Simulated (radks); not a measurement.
Neutral platinum: order these configurations by energy. All-electron calculation, scalar-relativistic Kohn-Sham, r2SCAN, spin-polarised, spherical densities, finite nucleus; meta-GGA in the generalised Kohn-Sham scheme; Fermi nuclear charge, rms radius of each element as measured or else 0.836 A^(1/3) + 0.57 fm. Program: a radial shooting solver on a logarithmic mesh with Libxc functionals. Open shells are filled with parallel spins first. [Xe] 4f14 5d10; [Xe] 4f14 5d8 6s1 6p1; [Xe] 4f14 5d8 6s2; [Xe] 4f14 5d9 6p1; [Xe] 4f14 5d9 6s1.

Answer. From the lowest, in eV above it: [Xe] 4f14 5d9 6s1 0.000; [Xe] 4f14 5d10 0.461; [Xe] 4f14 5d8 6s2 1.030; [Xe] 4f14 5d9 6p1 5.435; [Xe] 4f14 5d8 6s1 6p1 5.468.
